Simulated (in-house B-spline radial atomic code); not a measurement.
**Ionising Lu5+ with different functionals**

Computed with an all-electron radial atomic-structure program (B-spline basis): scalar-relativistic (spin-free X2C) Hamiltonian, Fermi nucleus of rms radius 5.37 fm, spin-polarised at highest spin, spherical fractional occupations for the functionals, the average over the highest-spin determinants for Hartree-Fock. The ionisation energy is the difference of two self-consistent energies, [Xe] 4f12 → [Kr] 4d10 4f13 5s2 5p4, without Breit or QED terms; ε is the level of the shell that loses the electron (its least bound occupied spin orbital). The two configurations differ by more than the removed electron. There is no spin-orbit coupling in this Hamiltonian.

Hybrids are left out here: with spherical fractional occupations of an open shell their exact exchange keeps a self-interaction that integer-occupation calculations don't have.

```tsv
method	rung	ΔSCF (eV)	-ε(5p) (eV)
Hartree-Fock	Hartree-Fock	112.84	100.11
LDA VWN5	LDA	112.37	92.67
LDA PW92	LDA	?	?
LDA exchange-only	LDA	110.63	90.84
PBE	GGA	111.85	92.34
PBEsol	GGA	111.96	92.40
BLYP	GGA	111.86	92.17
RPBE	GGA	111.72	92.28
PW91	GGA	111.99	92.44
BP86	GGA	112.08	92.48
AM05	GGA	111.96	92.43
OLYP	GGA	111.40	92.60
TPSS	meta-GGA	?	?
SCAN	meta-GGA	113.24	93.28
r2SCAN	meta-GGA	113.09	93.35
revTPSS	meta-GGA	112.42	92.65
```

Task: What does TPSS give?

Result: ΔSCF 112.33 eV, and -ε(5p) = 92.57 eV.

Task: What does LDA PW92 give?

Result: ΔSCF 112.36 eV, and -ε(5p) = 92.66 eV.

Task: How do they compare with the NIST value?

Result: NIST lists 98 eV ± 5 (tabulated theory, ground level to ground level). Errors run from +12.63 to +15.24 eV. The correlated functionals all miss on the same side by more than they spread, so the cause is common to them (spin-orbit coupling, Breit-QED terms, multiplet and fine-structure energies, or a listed next ion that isn't the cheapest removal here) and closeness doesn't rank the functionals. Hartree-Fock also lacks correlation.
